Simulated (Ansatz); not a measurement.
Relaxation of CH6OSn (9 atoms, charge 0, multiplicity 1), to a largest force component of 0.03 eV/Å in at most 50 steps.

Computed with RKS B3LYP/def2-SVP in Ansatz.

```xyz
9
Properties=species:S:1:pos:R:3:forces:R:3
Sn 0.195 -0.091 0.066 0.76 0.18 0.09
C 1.047 -0.014 2.027 -0.72 -0.19 1.37
H 0.442 -0.166 2.935 0.03 0.02 -0.03
H 1.848 -0.769 1.988 -0.06 -0.01 0.00
H 1.520 0.978 2.066 -0.04 0.03 -0.02
H 1.879 0.145 -0.186 0.13 0.06 -1.49
O -0.802 1.564 -0.468 -0.02 -0.07 0.05
H -1.678 1.358 -0.820 -0.01 0.03 0.00
H -0.577 -1.457 -0.619 -0.07 -0.06 0.03
```

**Question.** Where does it end, and by what steps?

**Answer.** The forces met the threshold. The force dipped under the threshold on the way, but the program's further checks kept it going. After 11 steps the energy has fallen by 0.708 eV; H6 moved furthest, 0.88 Å.

```csv
step,energy less start (eV),largest force component (eV/Å),accepted
0,0.0000,1.494,yes
1,-0.3193,0.811,yes
2,-0.4969,0.398,yes
3,-0.5899,1.135,yes
4,-0.6779,0.290,yes
5,-0.6933,0.902,yes
6,-0.7060,0.079,yes
7,-0.7071,0.032,yes
8,-0.7081,0.017,yes
9,-0.7059,0.431,no
10,-0.7081,0.031,yes
11,-0.7082,0.002,yes
```

```xyz
9
Properties=species:S:1:pos:R:3
Sn 0.479 -0.077 -0.053
C 0.976 0.018 2.055
H 0.072 -0.114 2.667
H 1.694 -0.779 2.302
H 1.428 0.994 2.281
H 1.851 0.151 -1.061
O -0.676 1.489 -0.548
H -1.580 1.399 -0.217
H -0.370 -1.533 -0.438
```

Whether the end is a true minimum wasn't checked by a vibrational analysis.

The run took 30 s on 2 threads of Arm Neoverse V1, with other jobs on the host, peak memory 0.17 GiB.
